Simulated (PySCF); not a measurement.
Be(SiH3)(OSiH3) (BeH₆OSi₂), SMILES [SiH3][Be][O][SiH3]. Heavy atoms are numbered as in [Be:1]([SiH3:2])[O:6][SiH3:7]. Hydrogens are named by the atom that carries them.

Coordinates come from a ωB97X-D3(BJ)/def2-SVP optimisation. The values are those of a single conformer.

These are PySCF with PBE0/pcSseg-1 values and carry that method's errors.

GIAO shieldings, no solvent; atoms alike by connectivity are averaged. δ = σ(ref) − σ: ²⁹Si against TMS (σ = 352.7 ppm); ¹H against TMS (σ = 31.56 ppm); ¹⁷O against H2O (σ = 334.2 ppm), references at their B3LYP-D3(BJ)/def2-TZVP geometries, non-relativistic.

```csv
atoms,nucleus,count,δ (ppm)
Si7 (SiH3),²⁹Si,1,-38.1
Si2 (SiH3),²⁹Si,1,[?]
H on Si7,¹H,3,[?]
H on Si2,¹H,3,3.19
O6,¹⁷O,1,72.4
```

What belongs in the gaps? (Estimate from the structure and the level; the computed values follow.)


- H on Si7, δ (ppm): 5.38
- Si2 (SiH3), δ (ppm): -143.9
